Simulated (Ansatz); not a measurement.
One change: `[F][Zr]([F])([Br])[Br]` becomes `[F][Hf]([F])([Br])[Br]`.

Ansatz, PBE0-D4/def2-TZVP geometries, multiplicity 1. 

Elements past krypton have def2 core potentials. Scalar relativity is left out up to krypton.

| property | `[F][Zr]([F])([Br])[Br]` |
| --- | --- |
| HOMO–LUMO gap (PBE/def2-TZVPP) / eV | 4.63 |
| size of the dipole moment (ωB97M-V/def2-TZVPP) / D | 0.10 |
| LUMO energy (PBE0/def2-TZVPP) / eV | -2.39 |
| size of the dipole moment (PBE/def2-TZVPP) / D | 0.00 |
| HOMO–LUMO gap (PBE0/def2-TZVPP) / eV | 6.65 |
| LUMO energy (B3LYP/def2-TZVPP) / eV | -2.58 |

(1) Give the same properties after the change, and the shifts. (Best estimate.)

Results:

(1) Computed: 
| property | `[F][Hf]([F])([Br])[Br]` | shift |
| --- | --- | --- |
| HOMO–LUMO gap (PBE/def2-TZVPP) / eV | 5.13 | 0.50 |
| size of the dipole moment (ωB97M-V/def2-TZVPP) / D | 0.03 | -0.07 |
| LUMO energy (PBE0/def2-TZVPP) / eV | -1.87 | 0.52 |
| size of the dipole moment (PBE/def2-TZVPP) / D | 0.11 | 0.11 |
| HOMO–LUMO gap (PBE0/def2-TZVPP) / eV | 7.19 | 0.54 |
| LUMO energy (B3LYP/def2-TZVPP) / eV | -2.07 | 0.51 |

B3LYP here is the variant with VWN-RPA as its local correlation; programs differ in this.

Spin–orbit coupling is left out; it splits and shifts lone-pair levels of the heavy atoms by tenths of an eV.
